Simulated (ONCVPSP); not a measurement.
**What one change does to a pseudopotential (technetium, ONCV)**

| Item | Value |
| --- | --- |
| Element | Tc |
| Generator | ONCVPSP 4.0.1 |
| Type | optimised norm-conserving Vanderbilt (ONCV) |
| Functional | LDA (Perdew-Wang 92) |
| Relativity | scalar-relativistic |
| Frozen core | [Ar] 3d10 |
| Valence charge | 15 |
| Reference configuration | 4s2 4p6 4d5 5s1 5p1 |
| Partial waves | 4s+5s: rc 1.90 bohr, ncon 4, nbas 9, qcut 6.2 1/bohr, 2 projectors; 4p+5p: rc 2.30 bohr, ncon 4, nbas 8, qcut 6.7 1/bohr, 2 projectors; 4d: rc 1.90 bohr, ncon 5, nbas 10, qcut 7.9 1/bohr, local |
| Local potential | the d channel |
| Core correction | Teter function fitted to the true core (icmod 2), fcfact 0.4 |

Change: d: nproj 1; local potential polynomial inside 1.60 bohr (lpopt 5, dvloc0 0 Ha).

Cutoffs: the cutoffs (Ha) at which the residual kinetic energy of the hardest occupied pseudo-wave falls to 1 and 0.1 mHa per electron; they do not see the model core or the augmentation charge, which bear on the density cutoff. Errors are all-electron minus pseudo energies relative to the spin-unpolarised reference configuration.

**Question.** Predict the effect on cutoff, ghosts and configuration errors.

**Answer.** The potential gets neither clearly harder nor softer (21 Ha and 25 Ha → 21 Ha and 25 Ha); the errors of the 4 common tests hardly move; neither file shows a bound ghost.

```csv
quantity,base,changed
"cutoff, loose",21 Ha,21 Ha
"cutoff, tight",25 Ha,25 Ha
bound ghosts,none,none
GHOST(+) flags under 300 eV,none,none
"error for 4s2 4p6 4d5 5s2 5p0, meV [ΔE -3.84 eV]",-0.4,-0.4
"error for 4s2 4p6 4d5 5s1 5p0, meV [ΔE 4.59 eV]",-0.9,-0.9
"error for 4s2 4p6 4d5 5s0 5p0, meV [ΔE 19.78 eV]",-6.1,-6.0
"error for 4s2 4p6 4d6 5s0 5p0, meV [ΔE 2.70 eV]",-5.9,-5.5
s: phases at 1.93 bohr within 0.05 rad from the reference energy up to (Ha; the scan ends near 5),to the end of the scan,to the end of the scan
p: phases at 2.33 bohr within 0.05 rad from the reference energy up to (Ha; the scan ends near 5),4.6,4.2
d: phases at 1.93 bohr within 0.05 rad from the reference energy up to (Ha; the scan ends near 5),2.2,2.3
"rms error of d²Exc/dni dnj with the model core, mHa",0.86,0.86
```
